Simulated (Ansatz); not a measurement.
Geometry optimisation, RKS BHLYP/def2-SVP (Ansatz).

Input file:

```yaml
crystal:
  periodic: [false, false, false]
  atoms:
    - { symbol: Ga, position_ang: [0.0, 0.0, 0.0] }
    - { symbol: Cl, position_ang: [0.0, 0.0, 2.59] }
    - { symbol: Cl, position_ang: [1.9398, 0.0, -1.12] }
    - { symbol: Cl, position_ang: [-1.9398, 0.0, -1.12] }
    - { symbol: Si, position_ang: [0.1099, -2.4934, 0.8293] }
    - { symbol: H, position_ang: [-0.68, -3.3385, -0.0614] }
    - { symbol: H, position_ang: [1.4976, -2.9474, 0.826] }
    - { symbol: H, position_ang: [-0.4266, -2.5804, 2.1843] }
    - { symbol: H, position_ang: [0.0645, -1.4637, 2.1071] }
basis:
  gaussian: { orbitals: def2-SVP }
hamiltonian:
  xc: { name: BHLYP }
relax:
  f_tol: 0.15
  max_steps: 25
  restrain:
    - { distance: [0, 4], at: 2.33, k: 30.0 }
    - { distance: [8, 1], at: 1.37, k: 30.0 }
    - { distance: [0, 1], at: 3.44, k: 30.0 }
    - { distance: [8, 4], at: 2.66, k: 30.0 }
```

Command:

```bash
$ ansatz run input.yaml --threads 4 --pin off --max-ram 5120MiB --backend cpu --events-out ev --progress --plain --runs-dir out
```

Problem. Where does it end, and by what steps?

Solution. It converged. The restraints hold the end off the free minimum. After 11 steps the energy has fallen by 2.749 eV (the restraints' own energy left out); H9 moved furthest, 0.79 Å.

| step | energy less start (eV) | largest force component (eV/Å) | accepted |
| --- | --- | --- | --- |
| 0 | 0.0000 | 3.960 | yes |
| 1 | -1.0041 | 2.862 | yes |
| 2 | -1.4041 | 3.428 | yes |
| 3 | -1.8096 | 3.756 | yes |
| 4 | -2.4112 | 1.996 | yes |
| 5 | -2.6737 | 1.496 | yes |
| 6 | -2.6904 | 1.462 | yes |
| 7 | -2.7230 | 1.477 | yes |
| 8 | -2.6881 | 1.962 | no |
| 9 | -2.7383 | 1.413 | yes |
| 10 | -2.7319 | 1.556 | yes |
| 11 | -2.7490 | 1.370 | yes |

```xyz
9
Properties=species:S:1:pos:R:3
Ga -0.005 -0.606 -0.496
Cl 0.427 0.117 2.835
Cl 1.729 0.369 -1.307
Cl -1.857 0.394 -0.939
Si 0.078 -2.663 0.635
H -0.342 -3.782 -0.240
H 1.445 -2.913 1.148
H -0.861 -2.614 1.786
H -0.049 -1.125 2.812
```

The run took 27 s on 4 threads of Arm Neoverse V2, on a shared host, peak memory 0.37 GiB.
